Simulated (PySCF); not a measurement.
Ionisation energy of O⁺ by level of theory

O⁺ [He] 2s2 2p3 (4S) → O²⁺ [He] 2s2 2p2 (3P), as a difference of total energies. All numbers are calculated (PySCF 2.14, scalar relativity by spin-free X2C-1e, in aug-cc-pCVQZ-DK (9s8p6d4f2g, 109 functions)). Correlated levels: valence: 1s2 frozen; valence and next inner shell: nothing frozen. The calculations carry no spin-orbit coupling.

| method | ionisation energy (eV) |
| --- | --- |
| UHF | 34.564 |
| LDA | 35.579 |
| PBE | 35.268 |
| PBE0 | 35.301 |
| r2SCAN | 35.471 |
| M06 | 35.534 |
| wB97X | 35.131 |
| B2PLYP | 35.146 |
| MP2 (valence) | 35.245 |
| SCS-MP2 (valence) | 34.975 |
| MP2 (valence and next inner shell) | 35.287 |
| SCS-MP2 (valence and next inner shell) | 35.006 |

**Question.** How much does correlation contribute at MP2 (valence and next inner shell)?

**Answer.** 35.287 − (34.564) = 0.723 eV, measured against UHF.

A first-order spin-orbit estimate (lowest level to lowest level, LS coupling) adds -0.027 eV.

Errors of the correlated levels include the incompleteness of this basis and the frozen core.

For comparison: 35.121 eV (measured; NIST Atomic Spectra Database, ionization energies).
